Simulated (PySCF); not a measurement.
A calculated (r2SCAN, PySCF 2.14, ANO-RCC-VTZP, the spin-free X2C one-electron Hamiltonian (Gaussian nucleus)) atom or ion has these occupied shells.

| shell | electrons | orbital energy (eV) | rms radius, mean of both spins (bohr) |
| --- | --- | --- | --- |
| 1s α | 1 | -53598.5 | 0.0240 |
| 1s β | 1 | -53598.5 | 0.0240 |
| 2s α | 1 | -8965.9 | 0.0971 |
| 2s β | 1 | -8965.8 | 0.0971 |
| 2p α | 3 | -7971.5 | 0.0874 |
| 2p β | 3 | -7971.4 | 0.0874 |
| 3s α | 1 | -2022.8 | 0.250 |
| 3s β | 1 | -2020.2 | 0.250 |
| 3p α | 3 | -1714.4 | 0.251 |
| 3p β | 3 | -1711.8 | 0.251 |
| 3d α | 5 | -1309.4 | 0.230 |
| 3d β | 5 | -1307.3 | 0.230 |
| 4s α | 1 | -423.76 | 0.563 |
| 4s β | 1 | -417.38 | 0.563 |
| 4p α | 3 | -321.18 | 0.598 |
| 4p β | 3 | -314.86 | 0.598 |
| 4d α | 5 | -178.96 | 0.656 |
| 4d β | 5 | -172.74 | 0.656 |
| 5s α | 1 | -69.347 | 1.37 |
| 5s β | 1 | -66.293 | 1.37 |
| 5p α | 3 | -44.374 | 1.60 |
| 5p β | 3 | -41.979 | 1.60 |
| 4f α | 7 | -25.223 | 0.925 |
| 4f β | 2 | -21.472 | 0.925 |
| 5d α | 1 | -16.530 | 2.58 |

Q: Name the element and its charge.

A: Dy²⁺ (dysprosium, charge +2), in [Xe] 4f9 5d1, one real determinant (an excited configuration).
